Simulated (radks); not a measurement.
Polarisability of the iridium ion Ir3+, [Xe] 4f14 5d6, at imaginary frequency. All-electron calculation, scalar-relativistic Kohn-Sham, LDA (Slater exchange, VWN5 correlation), spin-polarised, spherical densities, finite nucleus; open shells are filled with parallel spins first (spin-orbit coupling, left out, can overturn this in heavy ions); Fermi nuclear charge, rms radius 5.4032 fm. Program: a radial shooting solver on a logarithmic mesh with Libxc functionals. Response by self-consistent Sternheimer equations with the Hartree and adiabatic LDA kernel, the relativistic mass of each level held fixed and spin-orbit coupling left out.

w (hartree)  alpha1(iw) (bohr^3)
0.00266                    6.845
0.0143                     6.843
0.0360                     6.832
0.0697                     6.797
0.118                      6.710
0.186                      6.527
0.280                      6.188
0.413                      5.639
0.605                      4.863
0.892                      3.903
1.35                       2.840
2.12                       1.797
3.59                      0.9337
6.94                      0.3717
17.5                     0.09486

Static values: alpha1 = 6.845 bohr^3 (1.014 angstrom^3; uncoupled 10.39). C6 = 39.18, triple-dipole C9 = 183.1 atomic units. One-pole (London) frequency 4 C6 / (3 alpha1^2) = 1.115 hartree, against 1.309 for minus the highest occupied eigenvalue.
